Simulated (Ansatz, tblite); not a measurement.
Spin states of the cluster Be2Te3, each relaxed with PBE0-D4/def2-SVP in Ansatz. Electronic energies in the gas phase.

In the def2 sets Te takes a core potential, while STO-3G treats all electrons; there is no spin–orbit coupling. The xTB rows come from tblite. Correlated methods freeze 12 core orbitals; core or outer-core shells of Te are correlated, in sets that lack core-valence functions. The structure comes from a short search, and lower isomers may exist.

Singlet geometry (C2v within 0.1 Å):

```xyz
5

Be   -0.6668    0.5190    1.0052
Be   -0.3408   -0.3994   -1.2037
Te    1.8708   -0.7296   -0.9585
Te    1.4887    0.3308    1.6202
Te   -2.3519    0.2793   -0.4633
```

Triplet geometry (Cs within 0.1 Å):

Cartesian coordinates in Å:
```
Be 0.0851 0.1549 -0.6323
Be -0.7056 -1.1038 0.9911
Te 0.4799 0.6647 1.7842
Te 1.3225 2.0345 -1.0843
Te -1.1819 -1.7503 -1.0587
```

Quintet geometry:

```
atom   x (Å)   y (Å)   z (Å)
 Be1  -0.311  -1.278  -0.297
 Be2   1.301   0.048  -0.259
 Te3   0.911   1.611   1.370
 Te4  -1.778  -0.564   1.313
 Te5  -0.123   0.182  -2.126
```

⟨S²⟩: triplet 2.01 at PBE0-D4/def2-TZVP (pure 2.00), quintet 6.02 at PBE0-D4/def2-TZVP (pure 6.00).

Only these spin states were relaxed. The triplet has other bonds than the singlet, so the gap mixes isomer and spin. The quintet has other bonds than the singlet, so the gap mixes isomer and spin.

| level | triplet − singlet (kJ/mol) | quintet − singlet (kJ/mol) | lowest of these |
| --- | --- | --- | --- |
| GFN1-xTB | 177.6 | 429.5 | singlet |
| GFN2-xTB | 178.0 | 368.0 | singlet |
| HF/STO-3G | 138.7 | 423.9 | singlet |
| HF/def2-TZVP | 79.7 | 298.5 | singlet |
| PBE-D4/def2-TZVP | 74.8 | 309.7 | singlet |
| r2SCAN-D4/def2-TZVP | 75.8 | 310.0 | singlet |
| PBE0-D4/def2-TZVP | 90.3 | 329.7 | singlet |
| BHLYP-D4/def2-TZVP | 104.5 | 347.8 | singlet |
| PBE-QIDH/def2-TZVP | 107.3 | 364.0 | singlet |
| MP2/def2-TZVP | 117.9 | 394.9 | singlet |

Change of the quintet − singlet gap on mixing in exact exchange, in kJ/mol: PBE to PBE0 (25 % exact exchange) 20.0.

The xTB methods have no spin-polarisation term.
